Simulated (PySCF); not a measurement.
O4Pt, SMILES [O]=[Pt+2](=[O])(=[O])=[O], charge +2, multiplicity 1. Geometry: PBE-D3(BJ)/def2-SVP. The multiplicity is an assumed one; other spin states were not compared. The def2 effective core potentials stand for the cores of Pt; spin–orbit coupling is left out.

The numbers are results of PBE-D3(BJ)/def2-SVP in PySCF 2.14.0, not measurements.

Harmonic wavenumbers (cm⁻¹): 287, 287, 295, 295, 295, 823, 849, 849, 849. Rotational constants (GHz): 3.897, 3.897, 3.897; symmetry number 12.

**Question.** Work out the zero-point energy and the ideal-gas rigid-rotor harmonic-oscillator thermochemistry at 298.15 K and 1 atm.

**Answer.** ZPE = ½ Σ hcν = ½ × 4828 cm⁻¹ = 28.88 kJ/mol. H − E(el) = 45.15 kJ/mol. Entropy in J/(mol K): translation 178.05, rotation 88.54, vibration 33.56, total 300.15. G − E(el) = -44.34 kJ/mol. Cp = 78.36 J/(mol K).
